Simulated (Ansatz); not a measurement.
One change: `[OH][Ti]([OH])([Cl])[Cl]` becomes `[OH][Hf]([OH])([Cl])[Cl]`.

Ansatz, PBE0-D4/def2-TZVP geometries, multiplicity 1. Each molecule was computed in one conformer, which needn't be the lowest.

Elements past krypton have def2 core potentials. Scalar relativity is left out up to krypton.

```
                             property  `[OH][Ti]([OH])([Cl])[Cl]`
   LUMO energy (PBE0/def2-TZVPP) / eV                       -2.71
  HOMO–LUMO gap (PBE/def2-TZVPP) / eV                        3.93
    HOMO energy (PBE/def2-TZVPP) / eV                       -7.55
 HOMO–LUMO gap (PBE0/def2-TZVPP) / eV                        6.24
   HOMO energy (PBE0/def2-TZVPP) / eV                       -8.95
HOMO energy (ωB97M-V/def2-TZVPP) / eV                      -11.14
```

Task: Give the same properties after the change, and the shifts. (Best estimate.)

Result: Ansatz gave: 
```
                             property  `[OH][Hf]([OH])([Cl])[Cl]`  shift
   LUMO energy (PBE0/def2-TZVPP) / eV                       -0.71   2.00
  HOMO–LUMO gap (PBE/def2-TZVPP) / eV                        5.97   2.04
    HOMO energy (PBE/def2-TZVPP) / eV                       -7.52   0.03
 HOMO–LUMO gap (PBE0/def2-TZVPP) / eV                        8.24   2.00
   HOMO energy (PBE0/def2-TZVPP) / eV                       -8.94   0.01
HOMO energy (ωB97M-V/def2-TZVPP) / eV                      -11.18  -0.04
```
